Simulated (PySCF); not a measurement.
Electron correlation in Dy(3+) (dysprosium, charge +3)

[Xe] 4f9, one real determinant. Computed with PySCF 2.14 in cc-pVDZ-X2C, with scalar relativity by spin-free X2C-1e. Frozen: [Kr] 4d10; 17 electrons correlated.

```tsv
level	correlation energy (mhartree)
CCSD	-496.80
(T)	-13.59
CCSD(T)	-510.39
```

Diagnostics: T1 = 0.0075, D1 = 0.0156, largest double amplitude 0.055.

The real determinant used has ⟨L²⟩ near 24 against 30 for a pure H term, so it mixes terms. Spin-orbit coupling, absent here, splits the open shell strongly.

Cost of the coupled-cluster step: about 15 core-seconds, for 17 correlated electrons.

Iterations:

```
CC2 = 0
CCSD nocc = (np.int64(11), np.int64(6)), nmo = (61, 61)
frozen orbitals [[0, 1, 2, 3, 4, 5, 6, 7, 8, 9, 10, 11, 12, 13, 14, 15, 16, 17, 18, 19, 20, 21, 22], [0, 1, 2, 3, 4, 5, 6, 7, 8, 9, 10, 11, 12, 13, 14, 15, 16, 17, 18, 19, 20, 21, 22]]
max_cycle = 100
direct = 0
conv_tol = 1e-08
conv_tol_normt = 1e-06
diis_space = 8
diis_start_cycle = 0
Init t2, MP2 energy = -0.526246100178155
Init E_corr(UCCSD) = -0.526246100178578
cycle = 1  E_corr(UCCSD) = -0.478948582339151  dE = 0.0472975178  norm(t1,t2) = 0.0681216
cycle = 2  E_corr(UCCSD) = -0.497097130245378  dE = -0.0181485479  norm(t1,t2) = 0.0211683
cycle = 3  E_corr(UCCSD) = -0.495176034889178  dE = 0.00192109536  norm(t1,t2) = 0.00994577
cycle = 4  E_corr(UCCSD) = -0.495925717951525  dE = -0.000749683062  norm(t1,t2) = 0.00490946
cycle = 5  E_corr(UCCSD) = -0.496351572129864  dE = -0.000425854178  norm(t1,t2) = 0.00394386
cycle = 6  E_corr(UCCSD) = -0.496438247473831  dE = -8.6675344e-05  norm(t1,t2) = 0.0034121
cycle = 7  E_corr(UCCSD) = -0.496664432679419  dE = -0.000226185206  norm(t1,t2) = 0.00196091
cycle = 8  E_corr(UCCSD) = -0.496829883922107  dE = -0.000165451243  norm(t1,t2) = 0.000600122
cycle = 9  E_corr(UCCSD) = -0.496808919022176  dE = 2.09648999e-05  norm(t1,t2) = 0.00018231
cycle = 10  E_corr(UCCSD) = -0.496801526863517  dE = 7.39215866e-06  norm(t1,t2) = 5.19683e-05
cycle = 11  E_corr(UCCSD) = -0.496806222210727  dE = -4.69534721e-06  norm(t1,t2) = 1.76855e-05
cycle = 12  E_corr(UCCSD) = -0.496804715605732  dE = 1.50660499e-06  norm(t1,t2) = 6.57858e-06
cycle = 13  E_corr(UCCSD) = -0.496804939256311  dE = -2.23650578e-07  norm(t1,t2) = 2.02426e-06
cycle = 14  E_corr(UCCSD) = -0.496804984030015  dE = -4.47737042e-08  norm(t1,t2) = 8.35118e-07
cycle = 15  E_corr(UCCSD) = -0.496804945935329  dE = 3.80946854e-08  norm(t1,t2) = 3.25171e-07
cycle = 16  E_corr(UCCSD) = -0.496804954586386  dE = -8.65105693e-09  norm(t1,t2) = 1.62247e-07
UCCSD converged
E(UCCSD) = -12151.5076155429  E_corr = -0.4968049545863864
UCCSD(T) correction = -0.013585069998984
```

The reference is one real determinant that mixes LS terms of this configuration.
